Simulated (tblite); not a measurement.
Compound: (CF3)2P-PF2, C2F8P2.
Z-matrix (Å and degrees, GFN2-xTB geometry), rows numbered from 1:
```
F 
P   1  1.6036
F   2  1.6059  1   94.21
P   2  2.2399  1   95.74  3   -95.77
C   4  1.8973  2   92.42  1   166.05
F   5  1.3315  4  111.48  2   136.50
F   5  1.3429  4  113.47  2    14.87
F   5  1.3320  4  109.19  2  -104.42
C   4  1.8937  2   89.29  1   -98.65
F   9  1.3280  4  112.25  2  -178.07
F   9  1.3381  4  113.57  2   -55.42
F   9  1.3399  4  108.30  2    62.97
```

Computed values, GFN2-xTB/tblite, gas phase, harmonic and unscaled. Errors from tens to a few hundred cm⁻¹ against measured bands are possible. One conformer, not necessarily the lowest.

Harmonic wavenumbers (cm⁻¹): 33.6, 38.3, 50.1, 76.0, 86.4, 116.0, 181.3, 202.4, 218.1, 244.3, 261.1, 269.7, 349.4, 424.8, 430.9, 452.3, 460.1, 472.3, 496.6, 514.9, 670.9, 673.4, 728.1, 778.9, 1027.9, 1043.5, 1058.9, 1073.0, 1086.2, 1102.0.

A = 832.4, B = 766.3, C = 486.4 MHz; mass 237.935 u (most abundant isotopes); point group C1, symmetry number 1.

Task: Zero-point energy?

Result: ½Σν̃ = 7311 cm⁻¹ = 20.90 kcal/mol.

Task: Give the ideal-gas entropy at 200 K and 1 bar in the rigid-rotor, harmonic-oscillator model (classical rotation).

Result: Translation 40.34, rotation 30.13, vibration 32.52: S = 103.0 cal/(mol K).

Task: And Cp and H(200 K) − H(0)?

Result: Cp = 37.87 cal/(mol K), of which vibrations give 29.92 (their classical limit is 30 R = 59.6); H(200 K) − H(0) = 4.89 kcal/mol without the zero-point energy, 3.30 from vibrations.

Task: How do the functions run with temperature in this model?

Result: 
| T (K) | S (cal/(mol K)) | Cp (cal/(mol K)) | H − H(0) (kcal/mol) | G − H(0) (kcal/mol) | ln q(vib) |
| --- | --- | --- | --- | --- | --- |
| 50 | 66.8 | 17.5 | 0.62 | -2.71 | 1.41 |
| 100 | 81.4 | 25.3 | 1.70 | -6.44 | 3.71 |
| 298.15 | 119.8 | 46.5 | 9.06 | -26.67 | 11.95 |
| 373.15 | 130.8 | 51.2 | 12.73 | -36.07 | 14.69 |
| 500 | 146.6 | 56.6 | 19.59 | -53.70 | 18.92 |
| 750 | 170.7 | 61.8 | 34.49 | -93.51 | 26.00 |
| 1000 | 188.8 | 64.1 | 50.28 | -138.55 | 31.82 |

q(vib) and H(0) count from the zero-point level.

Task: Which modes carry the vibrational entropy at 200 K?

Result: 33.6 cm⁻¹: 4.81; 38.3 cm⁻¹: 4.56; 50.1 cm⁻¹: 4.03; 76.0 cm⁻¹: 3.21; 86.4 cm⁻¹: 2.96; 116.0 cm⁻¹: 2.40 cal/(mol K); the other 24 give 10.54 together.

Task: Blend soft modes into free rotors: weight 1/[1 + (100 cm⁻¹/ν̃)⁴] for the oscillator and the rest for a rotor with moment μB/(μ + B), μ = h/(8π²ν), B = 10⁻⁴⁴ kg m². What vibrational entropy results?

Result: 28.79 cal/(mol K) in place of 32.52, which changes −T·S at 200 K by +0.74 kcal/mol.

Task: What must be added to the electronic energy to get the Gibbs energy at 200 K and 1 bar?

Result: ZPE + [H(200 K) − H(0)] − T·S = 20.90 + 4.89 − 20.60 = 5.19 kcal/mol.

Hindered rotation and anharmonicity are outside this model. Other conformers, if any are populated, would add a mixing term that is left out. The structure is chiral; the term R ln 2 for an equal mix with its mirror image is left out.
